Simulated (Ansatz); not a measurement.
Consider the formal exchange of groups at a C–Si bond: `OC(Br)[SiH2]F` + SiH₄ → `OC([SiH3])Br` + `F[SiH3]`.

Gas-phase electronic energies from Ansatz, PBE0-D4/def2-TZVP geometries. CBS: MP2 limit from def2 TZ/QZ plus the TZ coupled-cluster correction, frozen cores. This one scheme is used for every species. DFT in def2-TZVPP. B3LYP here is the variant with VWN-RPA as its local correlation; programs differ in this. For Br outer-core shells are correlated without core-valence functions, which leaves a few kJ/mol of doubt a bond. Scalar relativity is left out up to krypton. One conformer a species, not always the lowest.

(1) Is it downhill or uphill in electronic energy at CCSD(T)/CBS, and by how much? (An estimate is asked.)

(2) What do these levels give: PBE0-D4, B3LYP-D4, r2SCAN0-D4, B2PLYP, MP2/def2-SVP, SCS-MP2/def2-QZVPP? (An estimate is asked.)

Largest T1 diagnostic among the species: 0.011.

## Answers

(1) The calculation gave: Uphill: ΔE = +4.2 kJ/mol.

(2) The calculation gave: PBE0-D4 6.2, B3LYP-D4 6.3, r2SCAN0-D4 6.5, B2PLYP 4.6, MP2/def2-SVP 6.6, SCS-MP2/def2-QZVPP 2.8 kJ/mol.

Leaving LDA and LC-ωPBE aside and taking each functional with its dispersion term where it has one, the values, not all of them listed here, spread over 3.3 kJ/mol, from B2PLYP to B97M-V. At CCSD(T), def2-SVP lies +3.1 kJ/mol from the extrapolated value and def2-TZVPP +1.0 kJ/mol.
